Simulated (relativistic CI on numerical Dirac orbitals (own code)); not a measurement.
**Crystal-field levels of Nb⁴⁺, 4d**

Calculated by Dirac-Coulomb-Breit CI, separate exchange-only KLI orbitals for each configuration, model QED (radiative potential, 1s self-energy scaled to tabulated hydrogen-like ionisation energies), valence Slater integrals scaled by 0.9, one configuration in a parametric crystal field (own radial code).

Field parameters in Wybourne normalisation: D4h B²₀ = −7Ds, B⁴₀ = 21(Dq − Dt), B⁴₄ = 21√(5/14) Dq; Td as Oh with Dq negative (B⁴₀ = 21Dq, B⁴₄ = √(5/14) B⁴₀). The field is a parameter set, without covalency.

S and J are read from ⟨S²⟩ = S(S + 1) and ⟨J²⟩ = J(J + 1) of each level; they are not fictitious spins.

Td, 10Dq = -15150 cm⁻¹, the lowest 3 levels:

```json
{"E (cm⁻¹)": "0.0", "Degeneracy": "4", "Irrep": "Γ8", "S": "0.50", "J": "2.09"}
{"E (cm⁻¹)": "14900", "Degeneracy": "4", "Irrep": "Γ8", "S": "0.50", "J": "2.01"}
{"E (cm⁻¹)": "15892", "Degeneracy": "2", "Irrep": "Γ7", "S": "0.50", "J": "2.50"}
```

D4h, 10Dq = 14000, Ds = -330, Dt = 1170 cm⁻¹, the lowest 5 levels:

```csv
E (cm⁻¹),Degeneracy,Irrep,S,J
0.0,2,Γ7,0.50,2.07
6339,2,Γ6,0.50,1.70
7262,2,Γ7,0.50,2.34
9766,2,Γ6,0.50,2.35
14137,2,Γ7,0.50,2.22
```

Principal g values of the ground doublet: 1.56, 1.79, 1.79.

The free-ion ground term has S = 1/2. Every field shown keeps that spin.

Levels of this model without a field, named by their leading LS term: ²D3/2 0, ²D5/2 1734 cm⁻¹.
